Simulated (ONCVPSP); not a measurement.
## gold (Au) ONCV: all-electron and pseudo phase curves

ONCVPSP 4.0.1 input, shortened (lines: element, Z, core and valence counts, functional; n l f; lmax; l rc ep ncon nbas qcut; lloc lpopt rc5 dvloc0; l nproj debl; icmod fcfact rcfact), PBE, non-relativistic:

```
  Au 79.00   10    5        4      upf
    1    0    2.00
    2    0    2.00
    2    1    6.00
    3    0    2.00
    3    1    6.00
    3    2   10.00
    4    0    2.00
    4    1    6.00
    4    2   10.00
    4    3   14.00
    5    0    2.00
    5    1    6.00
    5    2   10.00
    6    0    0.75
    6    1    0.25
    2
    0    1.80    0.00    4    7    7.30
    1    1.85    0.00    4    7    6.50
    2    2.20    0.00    3    7    7.80
    4    5    1.40    0.00
    0    2    3.80
    1    2    2.80
    2    2    0.30
    0    0.00    0.00
```

In the d channel the program set the typed energies aside and used -0.314, 0.250 Ha.

The phase is arctan(r·R′/R) of the radial function R(r), unwrapped; energies in Ha, scanned from -5 to 5 Ha. A pole is an energy at which the radial function vanishes at the test radius. The pseudo phase is shifted by a multiple of π to meet the all-electron one at the reference energy, and phase errors are pseudo minus all-electron; the curves can meet again beyond the range given. Levels narrower than the energy grid can be missing from the lists of poles.

```tsv
channel	radius (bohr)	reference energy (Ha)	poles, all-electron	poles, pseudo	unbroken range about the reference energy with phases within 0.05 rad	phase error 1 Ha above the reference energy (rad)
s	1.83	-0.16	-2.90	-2.90, 4.80	the whole range	-0.001
p	1.87	-0.04	-1.71	-1.71	the whole range	-0.001
d	2.23	-0.31	0.03, 4.64	0.03, 4.65	the whole range	+0.000
```

Phases in the s channel:

```json
{"E (Ha)": "-4.96", "all-electron": "1.290", "pseudo": "1.290"}
{"E (Ha)": "-4.48", "all-electron": "1.240", "pseudo": "1.240"}
{"E (Ha)": "-4.00", "all-electron": "1.130", "pseudo": "1.130"}
{"E (Ha)": "-3.52", "all-electron": "0.502", "pseudo": "0.502"}
{"E (Ha)": "-3.04", "all-electron": "-1.469", "pseudo": "-1.469"}
{"E (Ha)": "-2.56", "all-electron": "-1.698", "pseudo": "-1.698"}
{"E (Ha)": "-2.08", "all-electron": "-1.792", "pseudo": "-1.792"}
{"E (Ha)": "-1.60", "all-electron": "-1.870", "pseudo": "-1.870"}
{"E (Ha)": "-1.12", "all-electron": "-1.962", "pseudo": "-1.962"}
{"E (Ha)": "-0.64", "all-electron": "-2.098", "pseudo": "-2.098"}
{"E (Ha)": "-0.16", "all-electron": "-2.342", "pseudo": "-2.342"}
{"E (Ha)": "0.32", "all-electron": "-2.842", "pseudo": "-2.842"}
{"E (Ha)": "0.80", "all-electron": "-3.589", "pseudo": "-3.590"}
{"E (Ha)": "1.28", "all-electron": "-4.085", "pseudo": "-4.087"}
{"E (Ha)": "1.76", "all-electron": "-4.325", "pseudo": "-4.326"}
{"E (Ha)": "2.24", "all-electron": "-4.454", "pseudo": "-4.456"}
{"E (Ha)": "2.72", "all-electron": "-4.534", "pseudo": "-4.537"}
{"E (Ha)": "3.20", "all-electron": "-4.589", "pseudo": "-4.593"}
{"E (Ha)": "3.68", "all-electron": "-4.630", "pseudo": "-4.635"}
{"E (Ha)": "4.16", "all-electron": "-4.664", "pseudo": "-4.670"}
{"E (Ha)": "4.64", "all-electron": "-4.692", "pseudo": "-4.702"}
```
